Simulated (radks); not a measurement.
Results of a calculation; reference values are marked as such.
Spherical quantum dot in the effective-mass picture: electrons in a hard-walled sphere of radius 1.56, all in effective atomic units (hartree* = m*/eps^2 hartree, bohr* = eps/m* bohr), one dielectric constant everywhere. Level of theory: non-relativistic Kohn-Sham, PBE, spin-polarised, spherical densities (a radial shooting solver with Libxc functionals). Levels are named by radial order and angular momentum (1s, 1p, 1d, 2s, ...), and open shells are averaged over m.

N = 18, configuration 1s2 1p6 1d10. This is the lowest configuration that the search found. Occupied and some empty levels:

| level | occupation | eigenvalue (hartree*) | <r> (bohr*) |
|---|---|---|---|
| 1s | 2 | 17.709 | 0.9182 |
| 1p | 6 | 19.203 | 1.007 |
| 1d | 10 | 21.430 | 1.066 |
| 2s | 0 | 23.948 | 0.7331 |
| 1f | 0 | 24.292 | 1.110 |
| 2p | 0 | 27.855 | 0.8257 |

Energy (hartree*): total 227.059, kinetic 101.35, external 0, Hartree 143.20, exchange-correlation -17.492.

Electron density:

| r (bohr*) | n(r) (e/bohr*^3) |
|---|---|
| 0.0422 | 0.2964 |
| 0.159 | 0.3440 |
| 0.276 | 0.4618 |
| 0.392 | 0.6717 |
| 0.509 | 0.9877 |
| 0.625 | 1.395 |
| 0.742 | 1.831 |
| 0.859 | 2.181 |
| 0.975 | 2.303 |
| 1.09 | 2.083 |
| 1.21 | 1.516 |
| 1.32 | 0.7913 |
| 1.44 | 0.2085 |
| 1.56 | 0.0002605 |
